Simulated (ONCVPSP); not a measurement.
## Before and after: ONCV potential for Rb

Rb, optimised norm-conserving Vanderbilt (ONCV), made with ONCVPSP 4.0.1 (PBE, scalar-relativistic). Core [Ar] 3d10, reference 4s2 4p6 5s1. Waves: 4s+5s: rc 2.35 bohr, ncon 4, nbas 8, qcut 5.9 1/bohr, 2 projectors; 4p: rc 1.75 bohr, ncon 4, nbas 6, qcut 3.9 1/bohr, 1 projector; d scattering state at 0.41 Ha: rc 2.20 bohr, ncon 5, nbas 9, qcut 4.3 1/bohr, 2 projectors, debl 3.3 Ha. Local part: polynomial inside 1.10 bohr (lpopt 5, dvloc0 0 Ha). Core correction: none.

All-electron outer shells of the reference configuration (PBE, scalar-relativistic, ld1.x):

| shell | level (eV) | outermost node (bohr) | outermost maximum (bohr) |
| --- | --- | --- | --- |
| 3d | -103.96 | – | 0.39 |
| 4s | -31.89 | 0.62 | 1.25 |
| 4p | -15.96 | 0.64 | 1.42 |
| 5s | -2.23 | 1.79 | 4.38 |

Change: core [Kr], valence charge 1; reference 5s1; waves now 5s: rc 3.45 bohr, ncon 4, nbas 7, qcut 2.1 1/bohr, 2 projectors, debl 4 Ha; p scattering state at 0.03 Ha: rc 3.75 bohr, ncon 3, nbas 6, qcut 1.8 1/bohr, 2 projectors, debl 3.5 Ha; d scattering state at 0.4 Ha: rc 2.75 bohr, ncon 4, nbas 7, qcut 3.4 1/bohr, 2 projectors, debl 2.2 Ha; local potential polynomial inside 2.70 bohr (lpopt 3, dvloc0 1 Ha).

Cutoffs: the cutoffs (Ha) at which the residual kinetic energy of the hardest occupied pseudo-wave falls to 1 and 0.1 mHa per electron; they do not see the model core or the augmentation charge, which bear on the density cutoff. Errors are all-electron minus pseudo energies relative to the spin-unpolarised reference configuration.

Task: What does the change do?

Result: The potential gets softer (22 Ha and 31 Ha → 1.1 Ha and 1.8 Ha); the lowest positive-energy flag moves from s at 46.4 eV to s at 100.3 eV; the number of tests with a reliable result goes from 4 to 1; neither file shows a bound ghost. The shells moved into the core no longer need plane waves of their own. Several settings change at once here, so the effects cannot be laid on one of them.

```tsv
quantity	base	changed
cutoff, loose	22 Ha	1.1 Ha
cutoff, tight	31 Ha	1.8 Ha
bound ghosts	none	none
GHOST(+) flags under 300 eV	s at 46.4 eV	s at 100.3 eV, p at 104.5 eV
tests with a reliable result	4 of 4	1 of 2
```

Changed file: The cutoffs count occupied waves only; projector 2 of the p channel, the hardest unoccupied one, needs 31 Ha at the loose tolerance.
